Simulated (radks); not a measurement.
Effect of the nuclear size on neutral gadolinium, [Xe] 4f7 5d1 6s2. Method: Dirac Kohn-Sham, PBE, spin-unpolarised, spherical densities, finite nucleus; open shells are shared between the two j in proportion to 2j + 1; Fermi nuclear charge, rms radius 5.1569 fm; computed with a radial shooting solver on a logarithmic mesh with Libxc functionals. The rms radius is varied about that value; shifts are against it.

rms radius (fm)  total energy shift (eV)  density at nucleus (e/bohr^3)  1s1/2 shift (meV)  2s1/2 shift (meV)  5s1/2 shift (meV)  5p1/2 shift (meV)  6s1/2 shift (meV)  5d5/2 shift (meV)  6p1/2 (empty) shift (meV)
4.2596                             -6.74                      6.599e+05              -2780               -358              -2.75              0.348             -0.151              0.220                      0.099
4.7082                             -3.49                      6.432e+05              -1440               -185              -1.42              0.180             -0.078              0.114                      0.051
5.1569                                 0                      6.285e+05              0.000              0.000              0.000              0.000              0.000              0.000                      0.000
5.3632                              1.68                      6.223e+05                694               89.4              0.686             -0.087              0.038             -0.055                     -0.025
6.2708                              9.68                      5.979e+05               3990                513               3.94             -0.499              0.216             -0.316                     -0.141

Slopes of the eigenvalues against <r^2> in GHz/fm^2, as finite differences over the two radii next to the reference (eigenvalue slopes, not the field-shift constants of lines): 1s1/2 78200, 2s1/2 10100, 5s1/2 77.2, 5p1/2 -9.80, 6s1/2 4.23, 5d5/2 -6.21, 6p1/2 (empty) -2.78.
